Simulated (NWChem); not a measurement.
Species: ZrI4; SMILES [I][Zr]([I])([I])[I]

Computed with NWChem. Structure relaxed at the PBE0/def2-SVP level. No frequency run checked for a minimum. def2 effective core potentials on Zr, I; no spin-orbit coupling. Level PBE/def2-SVP: energy and gradient on several grids; changes count from the extra-fine grid, which is no exact limit either.

Which is the coarsest grid (coarse; medium; xcoarse; xfine; fine) from which on the energy stays within 100 μHa and each gradient component within 200 μHa/bohr of xfine?

xcoarse.
```json
[
 {"grid": "xcoarse", "size of the energy change (μHa)": "10", "largest change of a gradient component (μHa/bohr)": "< 30"},
 {"grid": "coarse", "size of the energy change (μHa)": "< 10", "largest change of a gradient component (μHa/bohr)": "< 30"},
 {"grid": "medium", "size of the energy change (μHa)": "< 10", "largest change of a gradient component (μHa/bohr)": "< 30"},
 {"grid": "fine", "size of the energy change (μHa)": "< 10", "largest change of a gradient component (μHa/bohr)": "< 30"},
 {"grid": "xfine", "size of the energy change (μHa)": "< 10", "largest change of a gradient component (μHa/bohr)": "< 30"}
]
```
